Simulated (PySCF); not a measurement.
[Cr(OH)6]3-: what the settings change

The complex [Cr(OH)6]3- (charge -3) contains Cr(III), shell d3. The structure is a PBE0-D3(BJ)/def2-SVP, IEF-PCM water geometry optimised for multiplicity 4; coordination octahedral, point group S6, metal–donor distances 2.02 Å.

```
13

Cr    0.0000    0.0000    0.0000
O     2.0126    0.1164    0.1164
H     1.8820    1.0785    0.1026
O    -2.0126   -0.1164   -0.1164
H    -1.8820   -1.0785   -0.1026
O     0.1164    2.0126    0.1164
H     0.1026    1.8820    1.0785
O    -0.1164   -2.0126   -0.1164
H    -0.1026   -1.8820   -1.0785
O     0.1164    0.1164    2.0126
H     1.0785    0.1026    1.8820
O    -0.1164   -0.1164   -2.0126
H    -1.0785   -0.1026   -1.8820
```

Method (PySCF 2.14, density fitting): CASSCF(3,5) with orbitals averaged over all microstates of the shell, strongly contracted NEVPT2 on the averaged canonical orbitals; basis x2c-TZVPall on the metal, x2c-SVPall elsewhere; spin-free X2C; IEF-PCM water; spin-orbit coupling by state interaction with the mean-field operator over all roots.

Base run: NEVPT2 ground state 4Ag (from 4A2g), next 2Eg at 17305, then 2Eg (from 2T1g) at 18173 cm⁻¹, 10Dq(CASSCF) 15115, B(CASSCF) 1028, ζ 256 cm⁻¹, D 0.49 cm⁻¹, g 1.969 1.969 1.972, μeff(300 K) 3.84 μB.

What happens with the basis x2c-TZVPall on all atoms?

NEVPT2 ground state 4Ag (from 4A2g), next 2Eg at 17229, then 4Eg (from 4T2g) at 17955 cm⁻¹, 10Dq(CASSCF) 14944, B(CASSCF) 1026, ζ 256 cm⁻¹, D 0.53 cm⁻¹, g 1.968 1.968 1.972, μeff(300 K) 3.84 μB. It took 32 s against 13 s on a shared host of the same kind.

What happens with orbitals averaged over the highest spin alone?

NEVPT2 ground state 4Ag (from 4A2g), next 2Eg at 17436, then 4Eg (from 4T2g) at 18124 cm⁻¹, 10Dq(CASSCF) 15104, B(CASSCF) 1050, ζ 262 cm⁻¹, D 0.51 cm⁻¹, g 1.967 1.967 1.971, μeff(300 K) 3.84 μB.

NEVPT2 lifts 4Eg (from 4T2g) from 15289 to 18458 cm⁻¹; on the d shell alone it tends to overshoot states that fill the eg-type orbitals. NEVPT2 on the d shell alone tends to put d–d bands too high for such charged or covalently bound ions.
